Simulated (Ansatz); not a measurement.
Steps of a relaxation of `CC#CB(O)[SiH3]` with RKS PBE-D4/def2-SVP.

```sh
$ ansatz run in.yaml --threads 4 --pin off --events-out ev --progress --plain --max-ram 10444MiB
```

```yaml
crystal:
  periodic: [false, false, false]
  atoms:
    - {symbol: C, position_ang: [0.299600, -2.444400, 1.797800]}
    - {symbol: C, position_ang: [0.274400, -1.157400, 1.017400]}
    - {symbol: C, position_ang: [0.267200, -0.127500, 0.371600]}
    - {symbol: B, position_ang: [0.400500, 1.186100, -0.424400]}
    - {symbol: O, position_ang: [1.419200, 2.121100, -0.253100]}
    - {symbol: Si, position_ang: [-1.106100, 1.585700, -1.669500]}
    - {symbol: H, position_ang: [1.200300, -2.978600, 1.584700]}
    - {symbol: H, position_ang: [-0.597300, -2.979800, 1.483900]}
    - {symbol: H, position_ang: [0.199000, -2.148100, 2.911100]}
    - {symbol: H, position_ang: [2.102100, 1.863400, -0.878600]}
    - {symbol: H, position_ang: [-2.088500, 0.467200, -1.643400]}
    - {symbol: H, position_ang: [-0.526700, 1.735000, -3.001700]}
    - {symbol: H, position_ang: [-1.823300, 2.842500, -1.280900]}
basis:
  gaussian: {orbitals: def2-SVP}
hamiltonian: {xc: pbe, dispersion: d4}
relax: {f_tol: 0.03, max_steps: 200}
```

Positions (Å) and forces (eV/Å) along the path, 11 of 11 steps:

```xyz
13
step=1 energy=-13806.3210 eV
C     0.300   -2.444    1.798   -1.411    3.190    0.507
C     0.274   -1.157    1.017    0.248   -2.789    1.635
C     0.267   -0.128    0.372    0.767    2.188   -1.028
B     0.401    1.186   -0.424   -0.555   -0.249    0.860
O     1.419    2.121   -0.253   -0.411   -0.481    0.220
Si   -1.106    1.586   -1.669   -0.421   -0.032    0.504
H     1.200   -2.979    1.585    1.095   -0.800   -0.052
H    -0.597   -2.980    1.484   -0.323   -0.727    0.099
H     0.199   -2.148    2.911    0.273   -0.650   -1.198
H     2.102    1.863   -0.879    0.927    0.171   -0.341
H    -2.088    0.467   -1.643   -0.285   -0.195   -0.183
H    -0.527    1.735   -3.002    0.168    0.161   -0.975
H    -1.823    2.842   -1.281   -0.072    0.214   -0.049
13
step=2 energy=-13806.6011 eV
C     0.307   -2.435    1.807   -0.496    1.278   -0.022
C     0.309   -1.157    1.064   -0.061   -0.674    0.314
C     0.297   -0.094    0.432    0.183    0.381    0.103
B     0.351    1.229   -0.341    0.434   -0.308   -0.043
O     1.464    2.077   -0.245   -0.539   -0.374   -0.167
Si   -1.129    1.614   -1.690   -0.332    0.092    0.243
H     1.249   -2.971    1.640    0.284   -0.287    0.020
H    -0.557   -3.054    1.499    0.034   -0.179   -0.007
H     0.195   -2.215    2.903    0.132   -0.169   -0.366
H     2.141    1.765   -0.872    0.269    0.171    0.114
H    -2.161    0.518   -1.754   -0.034   -0.017    0.004
H    -0.601    1.793   -3.080    0.181    0.022   -0.185
H    -1.844    2.897   -1.349   -0.056    0.064   -0.009
13
step=3 energy=-13806.6700 eV
C     0.300   -2.418    1.814   -0.023    0.121   -0.126
C     0.331   -1.169    1.065   -0.125    0.145   -0.220
C     0.337   -0.114    0.410    0.179   -0.331    0.005
B     0.378    1.168   -0.420    0.151    0.382    0.539
O     1.426    2.090   -0.238    0.211   -0.691   -1.143
Si   -1.166    1.616   -1.708   -0.037    0.002   -0.014
H     1.226   -3.008    1.627   -0.113    0.016    0.023
H    -0.585   -3.045    1.559    0.144    0.074   -0.021
H     0.259   -2.211    2.902    0.028   -0.003    0.080
H     2.232    1.795   -0.740   -0.558    0.321    0.775
H    -2.226    0.540   -1.781    0.066    0.042    0.008
H    -0.625    1.809   -3.111    0.008   -0.029    0.051
H    -1.867    2.913   -1.364    0.071   -0.048    0.043
13
step=4 energy=-13806.7453 eV
C     0.307   -2.397    1.806    0.137   -0.339   -0.064
C     0.344   -1.161    1.054   -0.137    0.314   -0.296
C     0.351   -0.110    0.398    0.241   -0.382   -0.143
B     0.362    1.164   -0.441    0.215    0.592    0.504
O     1.393    2.112   -0.304    1.412   -1.303   -1.568
Si   -1.194    1.617   -1.716    0.046    0.051    0.029
H     1.226   -3.005    1.617   -0.185    0.107    0.014
H    -0.578   -3.030    1.562    0.114    0.131   -0.019
H     0.285   -2.197    2.893   -0.015    0.050    0.181
H     2.301    1.701   -0.583   -1.900    0.831    1.199
H    -2.258    0.544   -1.793    0.065    0.053    0.018
H    -0.640    1.807   -3.120   -0.040   -0.040    0.137
H    -1.878    2.920   -1.359    0.046   -0.065    0.008
13
step=5 energy=-13806.9086 eV
C     0.316   -2.391    1.800    0.075   -0.051    0.013
C     0.358   -1.157    1.035   -0.117    0.076   -0.097
C     0.369   -0.110    0.377    0.329   -0.044   -0.169
B     0.348    1.172   -0.451    0.352    0.725    0.132
O     1.375    2.133   -0.449    2.105   -2.396   -0.511
Si   -1.207    1.619   -1.711   -0.002    0.075    0.110
H     1.221   -3.007    1.608   -0.047    0.023    0.001
H    -0.575   -3.010    1.559    0.025    0.056   -0.022
H     0.296   -2.183    2.891   -0.008    0.024    0.006
H     2.314    1.628   -0.403   -2.683    1.549    0.467
H    -2.264    0.546   -1.782    0.001    0.012    0.016
H    -0.645    1.801   -3.107   -0.025   -0.030    0.056
H    -1.884    2.921   -1.352   -0.007   -0.019   -0.002
13
step=6 energy=-13807.2574 eV
C     0.325   -2.384    1.805    0.036   -0.144    0.030
C     0.378   -1.182    0.999   -0.057   -0.105    0.125
C     0.400   -0.152    0.323    0.126    0.265   -0.153
B     0.354    1.126   -0.502    0.401    0.256   -0.013
O     1.404    2.014   -0.607    0.457   -0.395    0.031
Si   -1.221    1.631   -1.685   -0.041    0.037   -0.139
H     1.250   -2.988    1.688   -0.015   -0.011   -0.001
H    -0.540   -3.023    1.527    0.011   -0.008    0.024
H     0.233   -2.138    2.884   -0.017    0.019   -0.020
H     2.275    1.705   -0.241   -0.824    0.110    0.013
H    -2.301    0.585   -1.772   -0.016   -0.018    0.037
H    -0.665    1.830   -3.076   -0.037   -0.042   -0.041
H    -1.871    2.942   -1.330   -0.025    0.036    0.107
13
step=7 energy=-13807.3070 eV
C     0.339   -2.381    1.798    0.034    0.080    0.018
C     0.399   -1.171    0.991   -0.033    0.012   -0.053
C     0.431   -0.143    0.306   -0.134   -0.013   -0.013
B     0.375    1.123   -0.558   -0.394   -0.668    0.180
O     1.416    1.981   -0.617    0.877    0.498    0.085
Si   -1.210    1.631   -1.729   -0.149    0.005   -0.092
H     1.259   -2.993    1.692    0.010    0.019   -0.024
H    -0.527   -3.020    1.528   -0.013    0.019   -0.038
H     0.240   -2.128    2.875    0.004    0.005   -0.002
H     2.178    1.689   -0.066   -0.246    0.066   -0.124
H    -2.336    0.626   -1.726    0.037    0.006    0.029
H    -0.753    1.788   -3.162   -0.009   -0.004    0.022
H    -1.792    2.963   -1.316    0.017   -0.025    0.012
13
step=8 energy=-13807.3172 eV
C     0.338   -2.361    1.787   -0.054   -0.239    0.061
C     0.376   -1.164    0.978    0.024   -0.294    0.268
C     0.408   -0.143    0.297    0.010    0.356   -0.238
B     0.387    1.108   -0.558    0.015    0.349   -0.227
O     1.450    1.978   -0.598   -0.077   -0.092    0.017
Si   -1.209    1.624   -1.735    0.064   -0.055    0.066
H     1.265   -2.960    1.667   -0.015   -0.003    0.008
H    -0.525   -3.002    1.507    0.022   -0.042    0.045
H     0.240   -2.115    2.865    0.001    0.016   -0.003
H     2.176    1.670   -0.020    0.026    0.010    0.012
H    -2.323    0.610   -1.678   -0.004    0.006   -0.014
H    -0.780    1.763   -3.176   -0.015   -0.007   -0.004
H    -1.783    2.958   -1.320    0.003   -0.005    0.007
13
step=9 energy=-13807.3236 eV
C     0.331   -2.368    1.787   -0.006   -0.042    0.017
C     0.378   -1.163    0.979   -0.003    0.063   -0.042
C     0.415   -0.136    0.293    0.002   -0.034    0.030
B     0.397    1.121   -0.570    0.006    0.026   -0.001
O     1.456    1.990   -0.602   -0.034   -0.015   -0.007
Si   -1.207    1.618   -1.735    0.019   -0.004   -0.007
H     1.255   -2.972    1.667    0.001    0.005   -0.004
H    -0.534   -3.010    1.518    0.002    0.003    0.001
H     0.241   -2.117    2.865   -0.001    0.004   -0.001
H     2.180    1.691   -0.016    0.008   -0.007    0.002
H    -2.322    0.605   -1.682    0.018   -0.003    0.016
H    -0.790    1.759   -3.180   -0.010    0.008    0.002
H    -1.780    2.949   -1.309   -0.002   -0.004   -0.007
13
step=10 energy=-13807.3240 eV
C     0.322   -2.365    1.781    0.000    0.020   -0.009
C     0.374   -1.158    0.975   -0.002   -0.054    0.035
C     0.419   -0.130    0.294    0.033    0.083   -0.032
B     0.408    1.129   -0.569   -0.078   -0.046   -0.011
O     1.466    1.997   -0.607    0.030    0.007    0.010
Si   -1.201    1.612   -1.729    0.016    0.002    0.002
H     1.247   -2.969    1.663   -0.001   -0.005   -0.001
H    -0.543   -3.005    1.508   -0.003   -0.008    0.000
H     0.229   -2.115    2.859   -0.002   -0.003    0.002
H     2.190    1.696   -0.023    0.027    0.004    0.009
H    -2.297    0.580   -1.661   -0.011   -0.011    0.002
H    -0.800    1.759   -3.177   -0.003    0.003   -0.008
H    -1.792    2.934   -1.301   -0.007    0.006   -0.001
13
step=11 energy=-13807.3242 eV
C     0.322   -2.365    1.782    0.002    0.010   -0.004
C     0.376   -1.157    0.977   -0.004    0.007   -0.009
C     0.420   -0.128    0.296    0.002   -0.003    0.017
B     0.406    1.130   -0.567   -0.002   -0.010   -0.018
O     1.468    1.995   -0.605    0.011    0.001    0.007
Si   -1.201    1.613   -1.731   -0.013    0.001    0.004
H     1.246   -2.970    1.663    0.001   -0.001    0.000
H    -0.543   -3.005    1.508   -0.003    0.001   -0.003
H     0.229   -2.116    2.860    0.000   -0.001    0.000
H     2.193    1.692   -0.021    0.000    0.004   -0.001
H    -2.295    0.580   -1.659   -0.003   -0.004   -0.003
H    -0.805    1.762   -3.181    0.008   -0.005    0.003
H    -1.796    2.935   -1.306    0.001    0.001    0.006
```

Run time 8.5 s (4 threads of an Intel Xeon 6975P-C on a shared host); peak host memory 0.18 GiB.
